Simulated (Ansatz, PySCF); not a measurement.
Sn(I)2 anion (I₂Sn), SMILES [I][Sn][I] (connectivity only; charge and spin as stated), charge -1, multiplicity 2. Atoms are numbered in the order given.

```xyz
3

Sn     0.0000     0.0000     1.2687
I      0.0000     2.2772    -0.6000
I      0.0000    -2.2772    -0.6000
```
Charge -1, spin multiplicity 2.

The structure is a stationary point at B3LYP-D3(BJ)/def2-SVPD. The spin state was assumed, not searched. The isomer is the one that the SMILES or the coordinates give; other isomers of the formula were not compared. The def2 effective core potentials stand for the cores of I, Sn; spin–orbit coupling is left out.

Two levels are set side by side: PBE-D3(BJ)/def2-SVPD (Ansatz, a quantum-chemistry and plane-wave program) and B3LYP-D3(BJ)/def2-SVPD (Ansatz). Each level has its own optimised geometry; the coordinates shown are those of the second. Frequencies come from the Hessian of PySCF at each geometry. Differences are taken from unrounded values.

```json
[
 {"quantity": "mean bond length (Å)", "B3LYP-D3(BJ)": "2.946"},
 {"quantity": "bond Sn1–I2 (Å)", "B3LYP-D3(BJ)": "2.946"},
 {"quantity": "bond Sn1–I3 (Å)", "B3LYP-D3(BJ)": "2.946"},
 {"quantity": "highest harmonic wavenumber (cm⁻¹)", "B3LYP-D3(BJ)": "143"},
 {"quantity": "mean harmonic wavenumber (cm⁻¹)", "B3LYP-D3(BJ)": "106"},
 {"quantity": "zero-point energy (kcal/mol)", "B3LYP-D3(BJ)": "0.45"}
]
```

Question: What does PBE-D3(BJ) give, and how far is it from B3LYP-D3(BJ)? (An estimate is asked for; the answer gives what the named calculation found.)

Answer: 
| quantity | PBE-D3(BJ) | PBE-D3(BJ) minus B3LYP-D3(BJ) |
|---|---|---|
| mean bond length (Å) | 2.929 | -0.017 |
| bond Sn1–I2 (Å) | 2.929 | -0.017 |
| bond Sn1–I3 (Å) | 2.929 | -0.017 |
| highest harmonic wavenumber (cm⁻¹) | 145 | 1 |
| mean harmonic wavenumber (cm⁻¹) | 107 | 1 |
| zero-point energy (kcal/mol) | 0.46 | 0.01 |

Here PBE gives about what the other level gives.
